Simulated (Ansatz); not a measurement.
AlSn₂₈H₃₆, a doped nanocrystal cut from the lattice of tin (Al on a surface site), 65 atoms. Hardware: 11 threads of AMD EPYC 7R13 on a shared host and a whole NVIDIA H100 80GB HBM3.

In the def2 sets Sn takes a core potential; there is no spin–orbit coupling. Single mean-field runs in def2-SVP, def2-mTZVP are fitted with def2-universal-jkfit.

Problem. How many basis functions does each of these Ansatz runs have, and roughly what does it cost? r2SCAN-D4/def2-mTZVP, charge 0 doublet, energy, from earlier orbitals; PBE-D4/def2-SVP, charge 0 doublet, relaxation, 12 steps; r2SCAN-D4/def2-SVP, charge 0 doublet, energy and forces, from earlier orbitals; B3LYP-D4/def2-SVP, charge 1 singlet at the geometry of the charge 0 doublet, energy, from earlier orbitals; PBE0-D4/def2-SVP, charge 1 singlet at the geometry of the charge 0 doublet, energy; B3LYP-D4/def2-SVP, charge 0 doublet, energy, from earlier orbitals; PBE0-D4/def2-SVP, charge -1 singlet at the geometry of the charge 0 doublet, energy; PBE-D4/def2-SVP, charge 1 singlet at the geometry of the charge 0 doublet, energy, from earlier orbitals; PBE0-D4/def2-SVP, charge 0 doublet, energy and forces, from earlier orbitals; PBE-D4/def2-SVP, charge 0 doublet, energy, from earlier orbitals; PBE-D4/def2-SVP, charge -1 singlet at the geometry of the charge 0 doublet, energy, from earlier orbitals; B3LYP-D4/def2-SVP, charge -1 singlet at the geometry of the charge 0 doublet, energy, from earlier orbitals.

Solution. Other jobs shared the machine, so times can vary by a factor of up to 3.

```csv
run,functions,fitting or Cholesky vectors,wall time,peak host memory (GiB)
"PBE-D4/def2-SVP, charge -1 singlet at the geometry of the charge 0 doublet, energy, from earlier orbitals",926,6880,8 s,1.7
"PBE-D4/def2-SVP, charge 1 singlet at the geometry of the charge 0 doublet, energy, from earlier orbitals",926,6880,11 s,1.7
"PBE-D4/def2-SVP, charge 0 doublet, energy, from earlier orbitals",926,6880,11 s,1.8
"B3LYP-D4/def2-SVP, charge -1 singlet at the geometry of the charge 0 doublet, energy, from earlier orbitals",926,6880,13 s,1.7
"PBE0-D4/def2-SVP, charge -1 singlet at the geometry of the charge 0 doublet, energy",926,6880,14 s,1.7
"r2SCAN-D4/def2-SVP, charge 0 doublet, energy and forces, from earlier orbitals",926,6880,15 s,2.4
"r2SCAN-D4/def2-mTZVP, charge 0 doublet, energy, from earlier orbitals",1138,6880,15 s,2.6
"PBE0-D4/def2-SVP, charge 1 singlet at the geometry of the charge 0 doublet, energy",926,6880,15 s,1.7
"B3LYP-D4/def2-SVP, charge 1 singlet at the geometry of the charge 0 doublet, energy, from earlier orbitals",926,6880,16 s,1.7
"B3LYP-D4/def2-SVP, charge 0 doublet, energy, from earlier orbitals",926,6880,21 s,1.8
"PBE0-D4/def2-SVP, charge 0 doublet, energy and forces, from earlier orbitals",926,6880,33 s,16
"PBE-D4/def2-SVP, charge 0 doublet, relaxation, 12 steps",926,6880,1.7 min,1.9
```
